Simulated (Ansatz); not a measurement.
Reaction (ligand exchange at a Ge–C bond): `O[SiH2]C#[C][GeH2][OH]` + H₂S → `[OH][GeH2][SH]` + `C#C[SiH2]O`

Calculated with Ansatz (gas phase, PBE0-D4/def2-TZVP geometries, no zero-point term in ΔE). CCSD(T)/CBS adds triple-zeta CCSD(T) − MP2 to the extrapolated MP2 energy (def2 sets, frozen cores). This one scheme is used for every species. DFT in def2-TZVPP. B3LYP here is the variant with VWN-RPA as its local correlation; programs differ in this. For Ge outer-core shells are correlated without core-valence functions, which leaves a few kJ/mol of doubt a bond. Scalar relativity is left out up to krypton. One conformer a species, not always the lowest.

`O[SiH2]C#[C][GeH2][OH]`:

```xyz
12

O    -2.130   -1.629    1.891
Si   -0.899   -0.602    2.244
C    -0.118    0.044    0.719
C     0.380    0.481   -0.299
Ge    1.189    1.137   -1.896
O     1.152   -0.141   -3.128
H    -2.811   -1.323    1.291
H     0.086   -1.391    3.014
H    -1.357    0.575    3.025
H     2.635    1.540   -1.567
H     0.370    2.283   -2.488
H     1.503   -0.974   -2.805
```

H₂S:

Cartesian coordinates in Å:
```
S 0.570 0.222 -0.097
H 0.093 -0.904 0.454
H -0.663 0.681 -0.357
```

`[OH][GeH2][SH]`:

Z-matrix (Å, degrees):
```
Ge
S 1 2.219
O 1 1.777 2 110.8
H 1 1.530 2 112.3 3 115.5
H 1 1.537 2 104.7 3 -120.2
H 2 1.343 1 94.0 3 -65.1
H 3 0.960 1 112.2 2 -50.4
```

`C#C[SiH2]O`:

```xyz
8

C    -1.783    0.375    1.161
C    -0.797    0.329    0.467
Si    0.710    0.250   -0.565
O     1.087   -1.300   -0.952
H    -2.657    0.420    1.771
H     1.797    0.911    0.201
H     0.476    0.947   -1.846
H     1.168   -1.933   -0.237
```

```json
{"level": "PBE-D4", "ΔE (kJ/mol)": "-39.7", "difference from CCSD(T)/CBS": "-6.2"}
{"level": "PBE0-D4", "ΔE (kJ/mol)": "-38.5", "difference from CCSD(T)/CBS": "-5.0"}
{"level": "ωB97X-V", "ΔE (kJ/mol)": "-35.4", "difference from CCSD(T)/CBS": "-1.9"}
{"level": "ωB97M-V", "ΔE (kJ/mol)": "-36.4", "difference from CCSD(T)/CBS": "-2.9"}
{"level": "PBE", "ΔE (kJ/mol)": "-40.2", "difference from CCSD(T)/CBS": "-6.7"}
{"level": "PBE0", "ΔE (kJ/mol)": "-39.1", "difference from CCSD(T)/CBS": "-5.6"}
{"level": "B3LYP", "ΔE (kJ/mol)": "-37.2", "difference from CCSD(T)/CBS": "-3.7"}
{"level": "HF/def2-TZVPP", "ΔE (kJ/mol)": "-32.8", "difference from CCSD(T)/CBS": "0.7"}
{"level": "MP2/def2-TZVPP", "ΔE (kJ/mol)": "-29.2", "difference from CCSD(T)/CBS": "4.3"}
{"level": "CCSD/def2-TZVPP", "ΔE (kJ/mol)": "-28.4", "difference from CCSD(T)/CBS": "5.1"}
{"level": "CCSD(T)/def2-TZVPP", "ΔE (kJ/mol)": "-28.3", "difference from CCSD(T)/CBS": "5.2"}
{"level": "HF/def2-QZVPP", "ΔE (kJ/mol)": "-33.0", "difference from CCSD(T)/CBS": "0.5"}
{"level": "SCS-MP2/def2-QZVPP", "ΔE (kJ/mol)": "-30.5", "difference from CCSD(T)/CBS": "3.0"}
{"level": "HF/CBS(def2)", "ΔE (kJ/mol)": "-33.0", "difference from CCSD(T)/CBS": "0.5"}
{"level": "MP2/CBS(def2)", "ΔE (kJ/mol)": "-34.4", "difference from CCSD(T)/CBS": "-0.9"}
{"level": "CCSD/CBS(def2)", "ΔE (kJ/mol)": "-33.6", "difference from CCSD(T)/CBS": "-0.1"}
{"level": "CCSD(T)/CBS", "ΔE (kJ/mol)": "-33.5", "difference from CCSD(T)/CBS": "0"}
```

Largest T1 diagnostic among the species: 0.012.

In def2-TZVPP, CCSD(T) changes the Hartree–Fock value by +4.5 kJ/mol (the triples alone add +0.1 kJ/mol) and MP2 by +3.5 kJ/mol.
